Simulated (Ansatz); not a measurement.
Molecule: sum formula H₃SiO, charge 0, multiplicity 2. It need not be the lowest isomer of its formula. 
Geometry from a B3LYP-D3(BJ)/def2-TZVP (Ansatz, a first-principles code) optimisation:
```xyz
5

Si    -0.5510    -0.0344    -0.1792
O      1.0248    -0.0911     0.3348
H     -1.3711    -0.1049     1.0565
H     -0.8291     1.2356    -0.9163
H      1.7163     0.0803    -0.3101
```
Charge 0, spin multiplicity 2.

Computed values are from Ansatz. Cores are frozen in the correlated levels unless marked. Open shells are spin-unrestricted. No spin-orbit coupling. No relativistic terms. Basis-set limits of correlation are two-point, X^-3; Hartree-Fock from the larger set (for Q and 5 zeta extrapolated as (X+1)exp(-9√X)).

**Question.** What is the dipole moment at CCSD(T)/aug-cc-pV(D+d)Z?

**Answer.** 1.28 D.

**Question.** What is the T1 diagnostic at CCSD/cc-pV(5+d)Z?

**Answer.** 0.015.

**Question.** What is the atomisation energy De at CCSD(T)/CBS(cc-pV(Q+d)Z,cc-pV(5+d)Z)?

**Answer.** 1530.3 kJ/mol.

**Question.** What is the total energy at CCSD(T)/CBS(cc-pV(Q+d)Z,cc-pV(5+d)Z)?

**Answer.** -366.0286 Eh.
